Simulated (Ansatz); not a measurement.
`C[O][Sn][OH]` + `CO[SiH](Cl)SC` → `C[O][Sn][S]C` + `CO[SiH](O)Cl`  (redistribution)

Computed with Ansatz on PBE0-D4/def2-TZVP structures; ΔE is electronic, products minus reactants. CCSD(T)/CBS adds triple-zeta CCSD(T) − MP2 to the extrapolated MP2 energy (def2 sets, frozen cores). Functionals use def2-TZVPP. B3LYP here is the variant with VWN-RPA as its local correlation; programs differ in this. Elements past krypton have def2 core potentials. For Sn outer-core shells are correlated without core-valence functions, which leaves a few kJ/mol of doubt a bond. One conformer a species, not always the lowest.

`C[O][Sn][OH]`:

Z-matrix (Å, degrees):
```
C
O 1 1.399
H 1 1.099 2 112.4
H 1 1.095 2 109.2 3 119.0
H 1 1.099 2 112.4 3 -121.9
Sn 2 1.982 1 127.1 3 60.9
O 6 1.980 2 98.4 1 0.0
H 7 0.961 6 117.1 2 -0.0
```

`CO[SiH](Cl)SC`:

```xyz
13

C     0.589    0.458    2.681
O     0.798    0.650    1.297
Si   -0.102    0.001    0.115
Cl   -0.169   -2.053    0.306
S     0.816    0.589   -1.682
C    -0.345   -0.215   -2.827
H     1.319    1.066    3.217
H     0.730   -0.591    2.956
H    -0.417    0.772    2.979
H    -1.523    0.417    0.185
H    -0.284   -1.299   -2.745
H    -1.369    0.118   -2.653
H    -0.045    0.087   -3.830
```

`C[O][Sn][S]C`:

```xyz
11

C    -0.527    0.303   -1.538
O     0.827   -0.027   -1.668
Sn    2.409    0.395   -0.561
S     1.437    0.497    1.675
C    -0.119   -0.441    1.650
H    -0.874    0.786   -2.458
H    -1.135   -0.597   -1.385
H    -0.722    0.989   -0.704
H    -0.971    0.237    1.630
H    -0.155   -1.032    2.565
H    -0.169   -1.111    0.795
```

`CO[SiH](O)Cl`:

```xyz
10

C    -1.427   -0.386    0.718
O    -0.091   -0.632    0.332
Si    0.958    0.453   -0.263
O     2.291   -0.318   -0.770
Cl    0.036    1.454   -1.808
H    -2.003    0.044   -0.107
H    -1.875   -1.338    1.005
H    -1.472    0.295    1.574
H     1.387    1.456    0.725
H     2.195   -1.029   -1.406
```

```
             level  ΔE (kJ/mol)
             B3LYP        -68.4
    MP2/def2-TZVPP        -65.7
SCS-MP2/def2-TZVPP        -65.3
CCSD(T)/def2-TZVPP        -67.5
    MP2/def2-QZVPP        -64.6
SCS-MP2/def2-QZVPP        -64.5
      HF/CBS(def2)        -79.6
     MP2/CBS(def2)        -63.9
```

Problem. What does CCSD(T)/CBS give? (An estimate is asked.)

Solution. Computed: -65.7 kJ/mol. The listed levels differ from it by -2.7, 0.0, 0.4, -1.8, 1.1, 1.2, -13.9, 1.8 kJ/mol.

Largest T1 diagnostic among the species: 0.017.

In def2-TZVPP, CCSD(T) changes the Hartree–Fock value by +12.3 kJ/mol (the triples alone add +1.3 kJ/mol) and MP2 by +14.1 kJ/mol. From PBE to PBE0 (25 % exact exchange), in def2-TZVPP and without D4, ΔE moves by −5.9 kJ/mol.
